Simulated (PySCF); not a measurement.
Species: C5H7BSSi.
Bonds: Si1–C2, C2–C3 (double), C3–C4, C4–C5 (double), C5–C6, C6–S7 (double), C5–B8, C2–B8. Hydrogens: H9, H10, H11 on Si1; H12 on C3; H13 on C4; H14 on C6; H15 on B8.

Theory: PBE0-D3(BJ)/def2-SVP geometry optimisation, gas phase in PySCF 2.14.0.

Problem. List the bond lengths, angles and torsions at this level.

Solution. 
```tsv
bond	length (pm)	order
Si1–C2	186.2	single
C2=C3	135.9	double
C3–C4	148.6	single
C4=C5	136.2	double
C5–C6	143.6	single
C6=S7	163.2	double
C5–B8	159.7	single
C2–B8	158.8	single
Si1–H9, Si1–H10, Si1–H11	149.6	single
C3–H12	109.7	single
C4–H13	109.6	single
C6–H14	110.4	single
B8–H15	120.2	single
```

Bonds in one row agree within 1 pm and their mean is given. Orders are formal, as drawn. A selection of angles:
```tsv
angle	degrees
Si1–C2–C3	125.5
Si1–C2–B8	129.7
C3–C2–B8	104.7
C2–C3–C4	113.2
C3–C4–C5	111.8
C4–C5–C6	124.1
C4–C5–B8	105.2
C6–C5–B8	130.7
C5–C6–S7	125.7
C2–B8–C5	105.0
```

Torsions: Si1–C2–C3–C4 180° (antiperiplanar); C2–C3–C4–C5 0° (synperiplanar); C3–C4–C5–C6 180° (antiperiplanar); C4–C5–C6–S7 180° (antiperiplanar); C4–C5–B8–C2 0° (synperiplanar); Si1–C2–B8–C5 180° (antiperiplanar).

The 4 C–C bonds span 1.359 Å (C2=C3, drawn double) to 1.486 Å (C3–C4, drawn single), a spread of 0.127 Å. The 5-membered ring C2–C3–C4–C5–B8 has internal angles of 104.7° to 113.2° (sum 540°, against 540° for a flat polygon); it is planar, 0.00 Å rms from its mean plane, widest ring torsion 0°. B8 (ring boron) is planar (angles 127.6°, 127.3° and 105.0°, sum 360.0°, 0.00 Å off the plane of its three neighbours). Si1 (SiH3 silicon) is tetrahedral (angles from 107.8° to 110.4°). The 8 heavy atoms lie in one plane (0.001 Å rms).

Point group: Cs (every atom within 0.08 Å of its image). Stationary, but not proved a minimum. One conformer, not necessarily the lowest.
